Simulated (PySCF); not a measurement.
C3H3, charge -1, singlet, geometry from GFN2-xTB; B3LYP/6-31G run with PySCF.

Input for PySCF:
```python
from pyscf import gto, scf, dft

mol = gto.M(
    atom='''
C     0.00179213   -0.00082963    0.34805219
C     0.00811735   -0.00375776    1.57647903
C    -0.00588691    0.00272522   -1.14330257
H     0.03963094    1.02847941   -1.56026013
H     0.85557099   -0.54993143   -1.56822380
H    -0.91933737   -0.46737496   -1.55888795
''',
    basis='6-31g',
    charge=-1,
    verbose=4,
)

mf = dft.RKS(mol)
mf.xc = 'b3lyp'
mf.diis = False
mf.damp = 0.3
mf.diis_start_cycle = 200
mf.max_cycle = 150
mf.kernel()
mf.analyze()
```

The log (banner, timings and long lists left out):

```
PySCF version 2.14.0

[INPUT] verbose = 4
[INPUT] num. atoms = 6
[INPUT] num. electrons = 22
[INPUT] charge = -1
[INPUT] spin (= nelec alpha-beta = 2S) = 0
[INPUT] symmetry False subgroup None
[INPUT] Mole.unit = angstrom
[INPUT] Symbol           X                Y                Z      unit          X                Y                Z       unit  Magmom
[...]
nuclear repulsion = 52.0511060288377
number of shells = 21
number of NR pGTOs = 78
number of NR cGTOs = 33
basis = 6-31g
ecp = {}

******** <class 'pyscf.dft.rks.RKS'> ********
method = RKS
initial guess = minao
damping factor = 0.3
level_shift factor = 0
DIIS disabled
SCF conv_tol = 1e-09
SCF conv_tol_grad = None
SCF max_cycles = 150
direct_scf = True
direct_scf_tol = 1e-13
XC library pyscf.dft.libxc version 7.1.2
    S. Lehtola, C. Steigemann, M. J. T. Oliveira, and M. A. L. Marques,  SoftwareX 7, 1–5 (2018)
XC functionals = b3lyp
    P. J. Stephens, F. J. Devlin, C. F. Chabalowski, and M. J. Frisch,  J. Phys. Chem. 98, 11623 (1994)
radial grids:
    Treutler-Ahlrichs [JCP 102, 346 (1995); DOI:10.1063/1.469408] (M4) radial grids

becke partition: Becke, JCP 88, 2547 (1988); DOI:10.1063/1.454033
pruning grids: <function nwchem_prune>
grids dens level: 3
symmetrized grids: False
atomic radii adjust function: <function treutler_atomic_radii_adjust>
small_rho_cutoff = 0
Set gradient conv threshold to 3.16228e-05
Initial guess from minao.
tot grids = 71784
init E= -116.0997676337
[...]
cycle= 1 E= -115.873160331636  delta_E= 0.227  |g|= 0.531  |ddm|= 2.41
[...]
cycle= 2 E= -115.936468848833  delta_E= -0.0633  |g|= 0.357  |ddm|= 1.59
[...]
cycle= 3 E= -115.914652326272  delta_E= 0.0218  |g|= 0.474  |ddm|= 0.953
[...]
cycle= 4 E= -115.871676576788  delta_E= 0.043  |g|= 0.608  |ddm|= 1.11
[...]
cycle= 5 E= -115.775348014019  delta_E= 0.0963  |g|= 0.868  |ddm|= 1.44
[...]
cycle= 6 E= -115.66427028466  delta_E= 0.111  |g|= 1.03  |ddm|= 2.14
[...]
cycle= 7 E= -115.428565061134  delta_E= 0.236  |g|= 1.41  |ddm|= 2.61
[...]
cycle= 8 E= -114.913798016429  delta_E= 0.515  |g|= 1.79  |ddm|= 9.44
[...]
cycle= 9 E= -114.470954578156  delta_E= 0.443  |g|= 2.21  |ddm|= 9.81
[...]
cycle= 10 E= -112.682554459967  delta_E= 1.79  |g|= 2.31  |ddm|= 20.2
[...]
cycle= 11 E= -112.777974982141  delta_E= -0.0954  |g|= 3.06  |ddm|= 21.5
[...]
cycle= 12 E= -111.950804443987  delta_E= 0.827  |g|= 2.52  |ddm|= 18.2
[...]
cycle= 13 E= -112.021899592265  delta_E= -0.0711  |g|= 3.38  |ddm|= 20.4
[...]
cycle= 14 E= -110.807686150548  delta_E= 1.21  |g|= 3.06  |ddm|= 18.7
[...]
cycle= 15 E= -105.393800574296  delta_E= 5.41  |g|= 5.05  |ddm|= 56.8
[...]
cycle= 16 E= -95.2852904740294  delta_E= 10.1  |g|= 4.92  |ddm|= 77.5
[...]
cycle= 17 E= -93.4744152797852  delta_E= 1.81  |g|= 5.18  |ddm|= 71.7
[...]
cycle= 18 E= -94.2412515943389  delta_E= -0.767  |g|= 4.58  |ddm|= 69.3
[...]
cycle= 19 E= -94.7669609305637  delta_E= -0.526  |g|= 5.11  |ddm|= 72.9
[...]
cycle= 20 E= -94.246546935221  delta_E= 0.52  |g|= 4.61  |ddm|= 72.9
[...]
cycle= 21 E= -94.5049436298995  delta_E= -0.258  |g|= 5.14  |ddm|= 71.4
[...]
cycle= 22 E= -94.2673653090608  delta_E= 0.238  |g|=  4.6  |ddm|= 71.5
[...]
cycle= 23 E= -94.5713023764951  delta_E= -0.304  |g|= 5.14  |ddm|= 71.8
[...]
cycle= 24 E= -94.2605993726973  delta_E= 0.311  |g|=  4.6  |ddm|= 71.8
[...]
cycle= 25 E= -94.5555782252922  delta_E= -0.295  |g|= 5.14  |ddm|= 71.7
[...]
cycle= 26 E= -94.262320670159  delta_E= 0.293  |g|=  4.6  |ddm|= 71.7
[...]
cycle= 27 E= -94.5592579060844  delta_E= -0.297  |g|= 5.14  |ddm|= 71.7
[...]
cycle= 28 E= -94.2619044070214  delta_E= 0.297  |g|=  4.6  |ddm|= 71.7
[...]
cycle= 29 E= -94.5583965512735  delta_E= -0.296  |g|= 5.14  |ddm|= 71.7
[...]
cycle= 30 E= -94.2620021852734  delta_E= 0.296  |g|=  4.6  |ddm|= 71.7
[...]
cycle= 31 E= -94.5585971389958  delta_E= -0.297  |g|= 5.14  |ddm|= 71.7
[...]
cycle= 32 E= -94.2619792763382  delta_E= 0.297  |g|=  4.6  |ddm|= 71.7
[...]
[...]
[...]
cycle= 113 E= -94.5585591938345  delta_E= -0.297  |g|= 5.14  |ddm|= 71.7
[...]
cycle= 114 E= -94.2619836058315  delta_E= 0.297  |g|=  4.6  |ddm|= 71.7
[...]
cycle= 115 E= -94.5585591938379  delta_E= -0.297  |g|= 5.14  |ddm|= 71.7
[...]
cycle= 116 E= -94.2619836058315  delta_E= 0.297  |g|=  4.6  |ddm|= 71.7
[...]
cycle= 117 E= -94.5585591938373  delta_E= -0.297  |g|= 5.14  |ddm|= 71.7
[...]
cycle= 118 E= -94.2619836058315  delta_E= 0.297  |g|=  4.6  |ddm|= 71.7
[...]
cycle= 119 E= -94.5585591938375  delta_E= -0.297  |g|= 5.14  |ddm|= 71.7
[...]
cycle= 120 E= -94.2619836058302  delta_E= 0.297  |g|=  4.6  |ddm|= 71.7
[...]
cycle= 121 E= -94.5585591938357  delta_E= -0.297  |g|= 5.14  |ddm|= 71.7
[...]
cycle= 122 E= -94.261983605831  delta_E= 0.297  |g|=  4.6  |ddm|= 71.7
[...]
cycle= 123 E= -94.5585591938364  delta_E= -0.297  |g|= 5.14  |ddm|= 71.7
[...]
cycle= 124 E= -94.2619836058321  delta_E= 0.297  |g|=  4.6  |ddm|= 71.7
[...]
cycle= 125 E= -94.5585591938393  delta_E= -0.297  |g|= 5.14  |ddm|= 71.7
[...]
cycle= 126 E= -94.2619836058314  delta_E= 0.297  |g|=  4.6  |ddm|= 71.7
[...]
cycle= 127 E= -94.5585591938376  delta_E= -0.297  |g|= 5.14  |ddm|= 71.7
[...]
cycle= 128 E= -94.2619836058314  delta_E= 0.297  |g|=  4.6  |ddm|= 71.7
[...]
cycle= 129 E= -94.5585591938377  delta_E= -0.297  |g|= 5.14  |ddm|= 71.7
[...]
cycle= 130 E= -94.2619836058306  delta_E= 0.297  |g|=  4.6  |ddm|= 71.7
[...]
cycle= 131 E= -94.5585591938364  delta_E= -0.297  |g|= 5.14  |ddm|= 71.7
[...]
cycle= 132 E= -94.2619836058311  delta_E= 0.297  |g|=  4.6  |ddm|= 71.7
[...]
cycle= 133 E= -94.558559193836  delta_E= -0.297  |g|= 5.14  |ddm|= 71.7
[...]
cycle= 134 E= -94.2619836058312  delta_E= 0.297  |g|=  4.6  |ddm|= 71.7
[...]
cycle= 135 E= -94.5585591938377  delta_E= -0.297  |g|= 5.14  |ddm|= 71.7
[...]
cycle= 136 E= -94.2619836058312  delta_E= 0.297  |g|=  4.6  |ddm|= 71.7
[...]
cycle= 137 E= -94.5585591938363  delta_E= -0.297  |g|= 5.14  |ddm|= 71.7
[...]
cycle= 138 E= -94.2619836058313  delta_E= 0.297  |g|=  4.6  |ddm|= 71.7
[...]
cycle= 139 E= -94.5585591938361  delta_E= -0.297  |g|= 5.14  |ddm|= 71.7
[...]
cycle= 140 E= -94.2619836058316  delta_E= 0.297  |g|=  4.6  |ddm|= 71.7
[...]
cycle= 141 E= -94.558559193839  delta_E= -0.297  |g|= 5.14  |ddm|= 71.7
[...]
cycle= 142 E= -94.2619836058315  delta_E= 0.297  |g|=  4.6  |ddm|= 71.7
[...]
cycle= 143 E= -94.5585591938372  delta_E= -0.297  |g|= 5.14  |ddm|= 71.7
[...]
cycle= 144 E= -94.2619836058315  delta_E= 0.297  |g|=  4.6  |ddm|= 71.7
[...]
cycle= 145 E= -94.5585591938361  delta_E= -0.297  |g|= 5.14  |ddm|= 71.7
[...]
cycle= 146 E= -94.2619836058315  delta_E= 0.297  |g|=  4.6  |ddm|= 71.7
[...]
cycle= 147 E= -94.5585591938388  delta_E= -0.297  |g|= 5.14  |ddm|= 71.7
[...]
cycle= 148 E= -94.2619836058305  delta_E= 0.297  |g|=  4.6  |ddm|= 71.7
[...]
cycle= 149 E= -94.5585591938324  delta_E= -0.297  |g|= 5.14  |ddm|= 71.7
[...]
cycle= 150 E= -94.2619836058318  delta_E= 0.297  |g|=  4.6  |ddm|= 71.7
SCF not converged.
SCF energy = -94.2619836058318
**** SCF Summaries ****
Total Energy =                         -94.261983605831830
Nuclear Repulsion Energy =              52.051106028837722
One-electron Energy =                 -247.831621984832708
Two-electron Energy =                  101.518532350163156
Two-electron Coulomb Energy =          120.117846833326695
DFT Exchange-Correlation Energy =      -18.599314483163539
HOMO-LUMO gap [eV] =                     6.591198201999808
**** MO energy ****
[...]
 ** Mulliken pop on meta-lowdin orthogonal AOs  **
 ** Mulliken pop  **
[...]
 ** Mulliken atomic charges  **
charge of    0C =      3.73020
charge of    1C =      3.98897
charge of    2C =     -5.34225
charge of    3H =     -1.12564
charge of    4H =     -1.12564
charge of    5H =     -1.12564

WARN: System has nonzero charge -1; the dipole moment is origin-dependent.
Location of origin: [0. 0. 0.]

Dipole moment(X, Y, Z, Debye):  0.53681, -0.24847, 104.25869
```

The run did not converge; its last values are not results.
